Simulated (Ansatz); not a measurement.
The cluster Cd2Te, relaxed as a singlet with RKS PBE0-D4/def2-TZVP in Ansatz, starting from the GFN1-xTB geometry. Force threshold 0.02 eV/Å.

In the def2 sets Cd, Te take a core potential; there is no spin–orbit coupling. The restricted singlet is unstable towards broken spin symmetry at other levels; at PBE0-D4/def2-TZVP this wasn't settled. Another isomer (triplet) lies 0.43 eV lower at PBE0-D4/def2-TZVP; other spin states weren't run for this one.

Start:

```xyz
3

Cd   -1.431   -1.003    0.318
Cd    0.987    0.791    1.246
Te    0.443    0.212   -1.564
```

```
step  energy (eV)  largest force component (eV/Å)  SCF passes
   1  -16424.2274                           0.744          19
   2  -16424.3420                           0.303          29
   3  -16424.3555                           0.469          26
   4  -16424.3843                           0.072          28
   5  -16424.3865                           0.024          29
   6  -16424.3866                           0.001          29
```

Force components are those of the run's own axes.

End:

```xyz
3

Cd   -1.293   -0.902    0.354
Cd    0.858    0.694    1.180
Te    0.435    0.208   -1.535
```

By distances, no bond broke or formed. The bond that changes most is Cd1–Te3, from 2.92 to 2.79 Å (atoms count from 1).

No frequencies were taken in this run, so the end may be a saddle point.

Hardware: 4 threads of Arm Neoverse V1 on a shared host. Wall time 14 s.
